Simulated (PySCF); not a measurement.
## NMR parameters of TaCl5

TaCl5, Cl5Ta.

Bonds: Ta1-Cl2 2.327 Å, Ta1-Cl3 2.327 Å, Ta1-Cl4 2.284 Å, Ta1-Cl5 2.287 Å, Ta1-Cl6 2.287 Å.

GIAO calculations in PySCF 2.14 on the PBE0-D3(BJ)/def2-SVP structure: isolated species, scalar relativity only through the core potential, equivalent atoms averaged; basis pcSseg-1 (def2-TZVP on Ta).

Q: Give the isotropic shieldings (ppm) with KT2, PBE0.

A: 
```
              atoms            environment   KT2  PBE0
Cl2/Cl3/Cl4/Cl5/Cl6  chlorine bonded to Ta   253   265
 HOMO–LUMO gap (eV)                      –  3.38  5.41
```

Q: And the chemical shifts, against references computed in the same way?

A: 
```
              atoms  nucleus, reference  KT2  PBE0
Cl2/Cl3/Cl4/Cl5/Cl6           35Cl, HCl  689   679
```

Q: Which part of the shielding of Cl2/Cl3/Cl4/Cl5/Cl6 depends on the functional?

A: Diamagnetic: KT2 1150, PBE0 1147 ppm; paramagnetic: KT2 -896, PBE0 -883 ppm. The diamagnetic part, set mainly by inner electrons, hardly moves; the paramagnetic part goes with low-lying magnetically allowed excitations and carries the spread.

Ta is described by an effective core potential, so it has no shielding of its own here; spin–orbit effects on the atoms bonded to it, which can be large, are absent, and the values of these neighbours are rough. The averaged Cl atoms aren't alike in the static structure (σ from 236 to 265 ppm); the average presumes fast exchange among these sites.
